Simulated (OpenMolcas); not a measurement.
Te V: effect of the basis set

```json
{"Program": "OpenMolcas", "Method": "MS-CASPT2, IPEA 0.25 Eh, imaginary shift 0.1 Eh (closed shells correlated: 4d)", "Active space": "2 electrons in 8 orbitals (5s 5p 6s 6p)", "State averaging": "2S+1 = 3 even, 3 roots; 2S+1 = 1 even, 7 roots; 2S+1 = 3 odd, 3 roots; 2S+1 = 1 odd, 3 roots", "Spin-orbit coupling": "state interaction with AMFI integrals over the reference wave functions, term energies averaged over their components"}
```

A. ANO-R2 [7s6p4d2f1g], X2C, finite nucleus; CASPT2 step about 5 core-seconds
B. ANO-RCC-VTZP [7s6p4d2f1g], DKH2, point nucleus; CASPT2 step of the order of 5 core-seconds
C. ANO-RCC-VQZP [8s7p5d3f2g], DKH2, point nucleus; CASPT2 step of the order of 9 core-seconds
D. ANO-RCC [10s9p8d5f3g], DKH2, point nucleus; CASPT2 step of the order of 24 core-seconds

Energies in eV above 5s² ¹S₀, the measured ground level; measured values from Moore, Atomic Energy Levels, vol. III, NSRDS-NBS 35 (1971 reprint of NBS Circular 467, 1958).

```
         Level       A       B       C       D  Measured
       5s² ¹S₀  0.0000  0.0000  0.0000  0.0000    0.0000
    5s 5p ³P°₀   9.318   9.279   9.371   9.348          
    5s 5p ³P°₁   9.641   9.615   9.684   9.669          
    5s 5p ³P°₂  10.493  10.506  10.505  10.521          
    5s 5p ¹P°₁  13.549  13.564  13.571  13.552   13.8499
       5p² ³P₀  21.819  21.798  21.930  21.899   21.8520
       5p² ³P₁  22.451  22.466  22.536  22.534   22.6171
5p² ¹D₂ [58 %]  22.571  22.587  22.628  22.614   22.6639
5p² ³P₂ [58 %]  23.659  23.722  23.690  23.716   23.8784
       5p² ¹S₀  26.297  26.317  26.324  26.292
```

Deviations, from unrounded energies. A percentage is the sum of absolute deviations over the sum of measured energies, with the sign that they share, or ± where signs differ.

| Against measurement | Levels | A | B | C | D |
| --- | --- | --- | --- | --- | --- |
| mean absolute deviation (cm-1) | 5 | 1300 | 1200 | 1100 | 1000 |
| other configurations (%) | 5 | -0.8 | -0.7 | ±0.6 | ±0.6 |

C, D lie about equally close to measurement and A furthest from it. The largest miss of D in the table is 5s 5p ¹P°₁, by -2400 cm-1. The ranking rests on the paired levels alone, and a cruder setting can come out closer through cancelling errors.

The two smallest mean deviations differ by little beside CASPT2's spread within terms, so their order carries little weight.

Among A to D the level of the table that moves most is 5p² ³P₀, by 1100 cm-1 (lowest in B, highest in C). Moves below CASPT2's spread within the term are not significant.

CASPT2 breaks the degeneracy within a term, and the mean is taken; among the terms shown or strongly mixed into the levels shown the widest spread is 230 cm-1 (5p² ¹D, C). Over all roots computed the reference weight is 0.88 to 0.95 in A, 0.88 to 0.95 in B, 0.88 to 0.95 in C, 0.88 to 0.95 in D; the roots of lowest weight are the least certain, and an intruder state may touch them. Active for correlation alone: 6p 6s; no level in the range computed is led by a configuration that fills them, so any true level of that kind is missing. The ¹D term of p² mixes with s d, which this space lacks. Computed and measured levels are paired by configuration, term and J; levels that our copy of the source lacks, or whose pairing is in doubt (as where it misses far off the trend of its configuration), stay unpaired and out of the deviations. Only configurations of the active space appear.

A share in square brackets marks a mixed level and gives the weight of the term that names it, the lowest over the columns. ° marks odd parity.
